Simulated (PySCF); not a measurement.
H2Se. Atoms are numbered in the order given.

```xyz
3

Se     0.0000     0.0000     0.0566
H      0.0000    -1.0493    -0.9621
H      0.0000     1.0493    -0.9621
```

The structure is a stationary point at ωB97X-D3(BJ)/def2-TZVPD.

Calculation: M06-2X/def2-TZVPD run with PySCF.

Symmetry labels are those of the subgroup C2v that the program uses (full group C2v).

Task: List the valence orbital energies around the gap with their symmetry. (An estimate is asked for; the answer gives what the named calculation found.)

Result: 
```
orbital  symmetry  energy (eV)
-------  --------  -----------
HOMO−7         A1       -63.79
HOMO−6         A2       -63.62
HOMO−5         B1       -63.55
HOMO−4         A1       -63.53
HOMO−3         A1       -21.61
HOMO−2         B2       -13.05
HOMO−1         A1       -11.22
HOMO           B1        -8.27
LUMO           A1         0.31
LUMO+1         B2         0.66
LUMO+2         B2         0.86
LUMO+3         A1         0.87
```
